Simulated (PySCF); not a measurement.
## Running PySCF for Bi2

Input:

```python
from pyscf import gto, dft
from pyscf.geomopt.geometric_solver import optimize

mol = gto.M(
    atom='Bi 0 0 0; Bi 0 0 2.774',
    basis='lanl2dz',
    ecp={'Bi': 'lanl2dz'},
    charge=0,
    spin=0,
    symmetry=True,
    verbose=4,
)
mf = dft.RKS(mol, xc='blyp')
mf.kernel()
g = mf.nuc_grad_method()
g.grid_response = True
mol_eq = optimize(g.as_scanner(), maxsteps=30)
print('optimised geometry (angstrom)')
print(mol_eq.tostring('raw'))
print('orbital energies (hartree):', mf.mo_energy[..., max(0, mol.nelec[1]-3):mol.nelec[0]+3].round(4))
```

```bash
$ OMP_NUM_THREADS=1 python input.py
```

It prints (some set-up lines removed):

```
PySCF version 2.14.0

[INPUT] Symbol           X                Y                Z      unit          X                Y                Z       unit  Magmom
[INPUT]  1 Bi     0.000000000000   0.000000000000   0.000000000000 AA    0.000000000000   0.000000000000   0.000000000000 Bohr   0.0
[INPUT]  2 Bi     0.000000000000   0.000000000000   2.774000000000 AA    0.000000000000   0.000000000000   5.242100269543 Bohr   0.0

nuclear repulsion = 4.7690808482336
point group symmetry = Dooh
symmetry origin: [0.         0.         2.62105013]
symmetry axis x: [1. 0. 0.]
symmetry axis y: [0. 1. 0.]
symmetry axis z: [0. 0. 1.]
num. orbitals of irrep A1g = 4
num. orbitals of irrep E1gx = 2
num. orbitals of irrep E1gy = 2
num. orbitals of irrep A1u = 4
num. orbitals of irrep E1uy = 2
num. orbitals of irrep E1ux = 2
number of shells = 8
number of NR pGTOs = 24
number of NR cGTOs = 16
basis = lanl2dz
ecp = {'Bi': 'lanl2dz'}

******** <class 'pyscf.dft.rks_symm.SymAdaptedRKS'> ********
method = SymAdaptedRKS
initial guess = minao
damping factor = 0
level_shift factor = 0
DIIS = <class 'pyscf.scf.diis.CDIIS'>
SCF conv_tol = 1e-09
SCF max_cycles = 50
XC functionals = blyp

grids dens level: 3
Freeze 0 electrons in irreps []
    10 free electrons in irreps A1g E1gx E1gy A1u E1uy E1ux
Initial guess from minao.
tot grids = 46888
init E= -6.42280209681297
HOMO (E1ux) = -0.0769557624948668  LUMO (E1gy) = -0.0142798604081612  gap/eV = 1.70550
cycle= 1 E= -10.8323125466212  delta_E= -4.41  |g|= 0.268  |ddm|= 3.87
HOMO (E1ux) = -0.234118454375029  LUMO (E1gy) = -0.165771332698013  gap/eV = 1.85982
cycle= 2 E= -10.8740252861902  delta_E= -0.0417  |g|= 0.0864  |ddm|= 0.993
HOMO (E1ux) = -0.188161305462068  LUMO (E1gy) = -0.123116013373903  gap/eV = 1.76997
cycle= 3 E= -10.8796020367487  delta_E= -0.00558  |g|= 0.00432  |ddm|= 0.259
HOMO (E1ux) = -0.18861332267854  LUMO (E1gy) = -0.123125024398139  gap/eV = 1.78203
cycle= 4 E= -10.8796148300304  delta_E= -1.28e-05  |g|= 0.000173  |ddm|= 0.00931
HOMO (E1ux) = -0.188639720655519  LUMO (E1gy) = -0.123171323868311  gap/eV = 1.78149
cycle= 5 E= -10.8796148512131  delta_E= -2.12e-08  |g|= 2.66e-07  |ddm|= 0.000418
HOMO (E1ux) = -0.188639614880118  LUMO (E1gy) = -0.12317120125385  gap/eV = 1.78149
cycle= 6 E= -10.8796148512132  delta_E= -4.97e-14  |g|= 4.97e-09  |ddm|= 8.43e-07
HOMO (E1ux) = -0.188639618343596  LUMO (E1gy) = -0.123171204216774  gap/eV = 1.78149
Extra cycle  E= -10.8796148512131  delta_E= 2.13e-14  |g|= 1.91e-09  |ddm|= 1.96e-08
converged SCF energy = -10.8796148512131
Create scanner for <class 'pyscf.grad.rks.Gradients'>
Create scanner for <class 'pyscf.dft.rks_symm.SymAdaptedRKS'>
input.py

Current date and time:

#|     Arguments passed to driver run_optimizer():      |#
customengine              <pyscf.geomopt.geometric_solver.PySCFEngine object>
logIni                    <dir>
maxiter                   30
----------------------------------------------------------
Custom engine selected.
Bonds will be generated from interatomic distances less than 1.20 times sum of covalent radii
6 internal coordinates being used (instead of 6 Cartesians)
Internal coordinate system (atoms numbered from 1):
Distance 1-2
Translation-X 1-2
Translation-Y 1-2
Translation-Z 1-2
Rotation-A 1-2
Rotation-B 1-2
Rotation-C 1-2
<class 'geometric.internal.Distance'> : 1
<class 'geometric.internal.TranslationX'> : 1
<class 'geometric.internal.TranslationY'> : 1
<class 'geometric.internal.TranslationZ'> : 1
<class 'geometric.internal.RotationA'> : 1
<class 'geometric.internal.RotationB'> : 1
<class 'geometric.internal.RotationC'> : 1
> ===== Optimization Info: ====
> Job type: Energy minimization
> Maximum number of optimization cycles: 30
> Initial / maximum trust radius (Angstrom): 0.100 / 0.300
> Convergence Criteria:
> Will converge when all 5 criteria are reached:
>  |Delta-E| < 1.00e-06
>  RMS-Grad  < 3.00e-04
>  Max-Grad  < 4.50e-04
>  RMS-Disp  < 1.20e-03
>  Max-Disp  < 1.80e-03
> === End Optimization Info ===

Geometry optimization cycle 1
Cartesian coordinates (Angstrom)
 Atom        New coordinates             dX        dY        dZ
  Bi   0.000000   0.000000   0.000000    0.000000  0.000000  0.000000
  Bi   0.000000   0.000000   2.774000    0.000000  0.000000  0.000000

WARN: Unable to to identify input symmetry using original axes.
Different symmetry axes will be used.

WARN: Mole.unit (angstrom) is changed to Bohr

New geometry
   1 Bi     0.000000000000   0.000000000000  -1.387000000000 AA    0.000000000000   0.000000000000  -2.621050134772 Bohr
   2 Bi     0.000000000000   0.000000000000   1.387000000000 AA    0.000000000000   0.000000000000   2.621050134772 Bohr

******** <class 'pyscf.scf.hf.SymAdaptedRKS_Scanner'> ********
method = SymAdaptedRKS_Scanner
initial guess = minao
damping factor = 0
level_shift factor = 0
DIIS = <class 'pyscf.scf.diis.CDIIS'>
SCF conv_tol = 1e-09
SCF max_cycles = 50
XC functionals = blyp

grids dens level: 3
Freeze 0 electrons in irreps []
    10 free electrons in irreps A1g E1gx E1gy A1u E1uy E1ux
tot grids = 46888
init E= -10.8796148512132
HOMO (E1ux) = -0.18863961715701  LUMO (E1gy) = -0.123171203174139  gap/eV = 1.78149
cycle= 1 E= -10.8796148512132  delta_E= -3.55e-14  |g|= 7.34e-10  |ddm|= 7.16e-09
HOMO (E1ux) = -0.188639617595424  LUMO (E1gy) = -0.123171203552248  gap/eV = 1.78149
Extra cycle  E= -10.8796148512132  delta_E= 1.42e-14  |g|= 2.83e-10  |ddm|= 2.69e-09
converged SCF energy = -10.8796148512132

******** <class 'pyscf.grad.rhf.Gradients_Scanner'> for <class 'pyscf.scf.hf.SymAdaptedRKS_Scanner'> ********
unit = Eh/Bohr
grid_response = True
--------------- SymAdaptedRKS_Scanner gradients ---------------
         x                y                z
0 Bi     0.0000000000     0.0000000000    -0.0233872124
1 Bi     0.0000000000     0.0000000000     0.0233872124
----------------------------------------------
cycle 1: E = -10.8796148512  dE = -10.8796  norm(grad) = 0.0330745
Step    0 : Gradient = 2.339e-02/2.339e-02 (rms/max) Energy = -10.8796148512
Hessian Eigenvalues: 5.00000e-02 5.00000e-02 5.00000e-02 ... 5.00000e-02 5.00000e-02 5.42235e-02

Geometry optimization cycle 2
Cartesian coordinates (Angstrom)
 Atom        New coordinates             dX        dY        dZ
  Bi   0.000000   0.000000   0.100000    0.000000  0.000000  1.487000
  Bi   0.000000   0.000000   2.674000    0.000000  0.000000  1.287000
New geometry
   1 Bi     0.000000000000   0.000000000000  -1.286999999997 AA    0.000000000000   0.000000000000  -2.432077522309 Bohr
   2 Bi     0.000000000000   0.000000000000   1.286999999997 AA    0.000000000000   0.000000000000   2.432077522309 Bohr

******** <class 'pyscf.scf.hf.SymAdaptedRKS_Scanner'> ********
method = SymAdaptedRKS_Scanner
initial guess = minao
damping factor = 0
level_shift factor = 0
DIIS = <class 'pyscf.scf.diis.CDIIS'>
SCF conv_tol = 1e-09
SCF max_cycles = 50
XC functionals = blyp

grids dens level: 3
Freeze 0 electrons in irreps []
    10 free electrons in irreps A1g E1gx E1gy A1u E1uy E1ux
tot grids = 46888
init E= -10.9093340146901
HOMO (E1ux) = -0.169044133514233  LUMO (E1gy) = -0.0891333505298464  gap/eV = 2.17448
cycle= 1 E= -10.8794655867801  delta_E= 0.0299  |g|= 0.0329  |ddm|= 0.125
HOMO (E1ux) = -0.20155525261974  LUMO (E1gy) = -0.116726503188292  gap/eV = 2.30831
cycle= 2 E= -10.8800897549582  delta_E= -0.000624  |g|= 0.0129  |ddm|= 0.116
HOMO (E1ux) = -0.196755535706969  LUMO (E1gy) = -0.113089441278101  gap/eV = 2.27667
cycle= 3 E= -10.8802038354593  delta_E= -0.000114  |g|= 0.000334  |ddm|= 0.0345
HOMO (E1ux) = -0.196910782451271  LUMO (E1gy) = -0.113259020557219  gap/eV = 2.27628
cycle= 4 E= -10.8802039177005  delta_E= -8.22e-08  |g|= 3.58e-06  |ddm|= 0.00104
HOMO (E1ux) = -0.19690814012793  LUMO (E1gy) = -0.113256482459724  gap/eV = 2.27628
cycle= 5 E= -10.8802039177102  delta_E= -9.66e-12  |g|= 7.53e-08  |ddm|= 1.26e-05
HOMO (E1ux) = -0.196908187879079  LUMO (E1gy) = -0.113256524592766  gap/eV = 2.27628
Extra cycle  E= -10.8802039177102  delta_E= 1.78e-14  |g|= 3.13e-08  |ddm|= 2.99e-07
converged SCF energy = -10.8802039177102

******** <class 'pyscf.grad.rhf.Gradients_Scanner'> for <class 'pyscf.scf.hf.SymAdaptedRKS_Scanner'> ********
unit = Eh/Bohr
grid_response = True
--------------- SymAdaptedRKS_Scanner gradients ---------------
         x                y                z
0 Bi     0.0000000000     0.0000000000     0.0260486354
1 Bi     0.0000000000     0.0000000000    -0.0260486354
----------------------------------------------
cycle 2: E = -10.8802039177  dE = -0.000589066  norm(grad) = 0.0368383
Step    1 : Displace = 1.000e-01/1.000e-01 (rms/max) Trust = 1.000e-01 (=) Grad = 2.605e-02/2.605e-02 (rms/max) E (change) = -10.8802039177 (-5.891e-04) Quality = 0.119
Hessian Eigenvalues: 5.00000e-02 5.00000e-02 5.00000e-02 ... 5.00000e-02 5.00000e-02 1.30802e-01

Geometry optimization cycle 3
Cartesian coordinates (Angstrom)
 Atom        New coordinates             dX        dY        dZ
[part of the log left out]
unit = Eh/Bohr
grid_response = True
--------------- SymAdaptedRKS_Scanner gradients ---------------
         x                y                z
0 Bi     0.0000000000     0.0000000000    -0.0006404631
1 Bi     0.0000000000     0.0000000000     0.0006404631
----------------------------------------------
cycle 4: E = -10.8822589445  dE = -7.00251e-05  norm(grad) = 0.000905752
Step    3 : Displace = 7.459e-03/7.459e-03 (rms/max) Trust = 7.071e-02 (+) Grad = 6.405e-04/6.405e-04 (rms/max) E (change) = -10.8822589445 (-7.003e-05) Quality = 1.157
Hessian Eigenvalues: 5.00000e-02 5.00000e-02 5.00000e-02 ... 5.00000e-02 5.00000e-02 1.29652e-01

Geometry optimization cycle 5
Cartesian coordinates (Angstrom)
 Atom        New coordinates             dX        dY        dZ
  Bi   0.000000   0.000000   0.056074    0.000000  0.000000  1.388307
  Bi   0.000000   0.000000   2.717926    0.000000  0.000000  1.385693
New geometry
   1 Bi     0.000000000000   0.000000000000  -1.330925862685 AA    0.000000000000   0.000000000000  -2.515085372575 Bohr
   2 Bi     0.000000000000   0.000000000000   1.330925862685 AA    0.000000000000   0.000000000000   2.515085372575 Bohr

******** <class 'pyscf.scf.hf.SymAdaptedRKS_Scanner'> ********
method = SymAdaptedRKS_Scanner
initial guess = minao
damping factor = 0
level_shift factor = 0
DIIS = <class 'pyscf.scf.diis.CDIIS'>
SCF conv_tol = 1e-09
SCF max_cycles = 50
XC functionals = blyp

grids dens level: 3
Freeze 0 electrons in irreps []
    10 free electrons in irreps A1g E1gx E1gy A1u E1uy E1ux
tot grids = 46888
init E= -10.8826300241588
HOMO (E1ux) = -0.192646701564318  LUMO (E1gy) = -0.117522748645163  gap/eV = 2.04423
cycle= 1 E= -10.8822603610363  delta_E= 0.00037  |g|= 0.000414  |ddm|= 0.00168
HOMO (E1ux) = -0.1930414211915  LUMO (E1gy) = -0.117859642297967  gap/eV = 2.04580
cycle= 2 E= -10.8822604621831  delta_E= -1.01e-07  |g|= 0.000157  |ddm|= 0.00137
HOMO (E1ux) = -0.192985346619785  LUMO (E1gy) = -0.117817160300475  gap/eV = 2.04543
cycle= 3 E= -10.8822604792893  delta_E= -1.71e-08  |g|= 4.42e-06  |ddm|= 0.0004
HOMO (E1ux) = -0.192987454033969  LUMO (E1gy) = -0.117819434856758  gap/eV = 2.04543
cycle= 4 E= -10.8822604793039  delta_E= -1.46e-11  |g|= 4.04e-08  |ddm|= 1.38e-05
HOMO (E1ux) = -0.192987416769804  LUMO (E1gy) = -0.117819398620378  gap/eV = 2.04543
Extra cycle  E= -10.882260479304  delta_E= -1.78e-14  |g|= 1.43e-08  |ddm|= 1.74e-07
converged SCF energy = -10.882260479304

******** <class 'pyscf.grad.rhf.Gradients_Scanner'> for <class 'pyscf.scf.hf.SymAdaptedRKS_Scanner'> ********
unit = Eh/Bohr
grid_response = True
--------------- SymAdaptedRKS_Scanner gradients ---------------
         x                y                z
0 Bi     0.0000000000     0.0000000000     0.0000200512
1 Bi     0.0000000000     0.0000000000    -0.0000200512
----------------------------------------------
cycle 5: E = -10.8822604793  dE = -1.53482e-06  norm(grad) = 2.83566e-05
Step    4 : Displace = 1.307e-03/1.307e-03 (rms/max) Trust = 1.000e-01 (+) Grad = 2.005e-05/2.005e-05 (rms/max) E (change) = -10.8822604793 (-1.535e-06) Quality = 0.970
Hessian Eigenvalues: 5.00000e-02 5.00000e-02 5.00000e-02 ... 5.00000e-02 5.00000e-02 1.33711e-01

Geometry optimization cycle 6
Cartesian coordinates (Angstrom)
 Atom        New coordinates             dX        dY        dZ
  Bi   0.000000   0.000000   0.056034    0.000000  0.000000  1.386960
  Bi   0.000000   0.000000   2.717966    0.000000  0.000000  1.387040
New geometry
   1 Bi     0.000000000000   0.000000000000  -1.330965540222 AA    0.000000000000   0.000000000000  -2.515160352254 Bohr
   2 Bi     0.000000000000   0.000000000000   1.330965540222 AA    0.000000000000   0.000000000000   2.515160352254 Bohr

******** <class 'pyscf.scf.hf.SymAdaptedRKS_Scanner'> ********
method = SymAdaptedRKS_Scanner
initial guess = minao
damping factor = 0
level_shift factor = 0
DIIS = <class 'pyscf.scf.diis.CDIIS'>
SCF conv_tol = 1e-09
SCF max_cycles = 50
XC functionals = blyp

grids dens level: 3
Freeze 0 electrons in irreps []
    10 free electrons in irreps A1g E1gx E1gy A1u E1uy E1ux
tot grids = 46888
init E= -10.882249261644
HOMO (E1ux) = -0.192994426625365  LUMO (E1gy) = -0.117832370172723  gap/eV = 2.04526
cycle= 1 E= -10.8822604806921  delta_E= -1.12e-05  |g|= 1.26e-05  |ddm|= 5.11e-05
HOMO (E1ux) = -0.192982457793423  LUMO (E1gy) = -0.117822157247663  gap/eV = 2.04522
cycle= 2 E= -10.8822604807853  delta_E= -9.32e-11  |g|= 4.77e-06  |ddm|= 4.16e-05
HOMO (E1ux) = -0.192984799992436  LUMO (E1gy) = -0.11782393119668  gap/eV = 2.04523
Extra cycle  E= -10.8822604807987  delta_E= -1.34e-11  |g|= 1.87e-06  |ddm|= 1.67e-05
converged SCF energy = -10.8822604807987

******** <class 'pyscf.grad.rhf.Gradients_Scanner'> for <class 'pyscf.scf.hf.SymAdaptedRKS_Scanner'> ********
unit = Eh/Bohr
grid_response = True
--------------- SymAdaptedRKS_Scanner gradients ---------------
         x                y                z
0 Bi     0.0000000000     0.0000000000     0.0000004586
1 Bi     0.0000000000     0.0000000000    -0.0000004586
----------------------------------------------
cycle 6: E = -10.8822604808  dE = -1.49473e-09  norm(grad) = 6.48507e-07
Step    5 : Displace = 3.968e-05/3.968e-05 (rms/max) Trust = 1.414e-01 (+) Grad = 4.586e-07/4.586e-07 (rms/max) E (change) = -10.8822604808 (-1.495e-09) Quality = 0.994
Hessian Eigenvalues: 5.00000e-02 5.00000e-02 5.00000e-02 ... 5.00000e-02 5.00000e-02 1.33711e-01
Converged! =D

    #| If this code has benefited your research, please support us by citing: |#
    #| Wang, L.-P.; Song, C.C. (2016) "Geometry optimization made simple with |#
    #| translation and rotation coordinates", J. Chem, Phys. 144, 214108.     |#
    #|                                     |#
optimised geometry (angstrom)
Bi          0.00000000        0.00000000       -1.33096554
Bi          0.00000000        0.00000000        1.33096554
orbital energies (hartree): [-0.2144 -0.1886 -0.1886 -0.1232 -0.1232 -0.0398]
```

In short: E(SCF) = -10.879615 Eh, 6 cycles, all at the start geometry; optimised bond 2.662 Å with E = -10.882260 Eh after 6 steps.

Hardware: Arm Neoverse V1, 1 thread, shared host. Wall time 3.9 s, peak memory 0.22 GiB.

The last line lists the levels of the start geometry. Stability towards an unrestricted solution was not tested.
